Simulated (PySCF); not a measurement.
An unknown is described by computed data only.

Elements present: C, F and H. Monoisotopic mass: 144.0562 u.

- Triplet: lowest triplet excitation (Tamm–Dancoff): 8.95 eV [TDA PBE0/def2-SVPD]
- UV, first state: lowest singlet excitation: 9.22 eV (134 nm, f = 0.001) [TDDFT PBE0/def2-SVPD]
- 1H NMR: chemical shifts (computed TMS as zero) by class: 4.66 (1 H), 2.21 (1 H), 1.59 (3 H), 1.46 (3 H) ppm [GIAO PBE0/pcSseg-1]
- Dipole: 0.66 D [PBE0/def2-SVPD]
- Rotational structure: rotational constants A, B, C: 2.366, 1.247, 0.983 GHz [GFN2-xTB]
- Polarisability: 63.9 au [PBE0/def2-SVPD]
- NMR, other nuclei: isotropic shieldings of nuclei other than C and H, by class: 257 (3 F), 384 (1 F) ppm [GIAO PBE0/pcSseg-1]
- 13C NMR: chemical shifts (computed TMS as zero) by class: 135.7 (1 C), 92.9 (1 C), 50.0 (1 C), 23.2 (1 C), 13.4 (1 C) ppm [GIAO PBE0/pcSseg-1]
- UV, strongest line: among the 6 lowest singlet transitions: S6 at 9.90 eV (125 nm, f = 0.093) [TDDFT PBE0/def2-SVPD]

Electronic properties: PySCF, gas phase, density fitting. Levels stand in brackets. One conformer (not necessarily the lowest) at the GFN2-xTB geometry, without solvent, vibrations or thermal averaging. NMR classes are plain means over equivalent atoms (diastereotopic ones count apart unless rotation or inversion swaps them), as if these changed places fast.

Problem. Which formula fits the mass and the elements?

Solution. C5H8F4 (calculated 144.0562). No other formula that holds each of these elements comes within 0.0003 u with a fitting electron parity and a possible valence count.

Problem. Give a SMILES that accounts for the data.

Solution. Numbering: `[CH3:1][C@@H:2]([F:3])[C@H:4]([CH3:5])[C:6]([F:7])([F:8])[F:9]`. Its formula, C5H8F4, gives 0 degrees of unsaturation, so no ring and no π bond. 5 carbons fall into 5 classes; from least to most shielded: CF3 carbon [C6] (135.7 ppm), sp3 C–F carbon [C2] (92.9 ppm), sp3 CH carbon [C4] (50.0 ppm), methyl carbon [C1] (23.2 ppm), methyl carbon [C5] (13.4 ppm). Hydrogen classes from least to most shielded: 1 H on an sp3 C–F carbon, C2 (4.66 ppm), 1 H on an sp3 CH carbon, C4 (2.21 ppm), 3 H on a methyl carbon, C1 (1.59 ppm), 3 H on a methyl carbon, C5 (1.46 ppm, a mean of values up to 0.7 ppm apart in this geometry). The other shieldings belong to: 257 ppm, fluorine of a CF3 group [F7/F8/F9]; 384 ppm, alkyl fluorine [F3]. The optimised geometry has point group C1 and is an asymmetric top. Structure: `C[C@@H](F)[C@H](C)C(F)(F)F`. The assignments are read from this structure; whether some other isomer fits the data as well wasn't checked. The mirror image fits equally.

Conformer computed: `[CH3:1][C@@H:2]([F:3])[C@H:4]([CH3:5])[C:6]([F:7])([F:8])[F:9]`: C1–C2–C4–C5 -177°, C2–C4–C6–F7 50°.
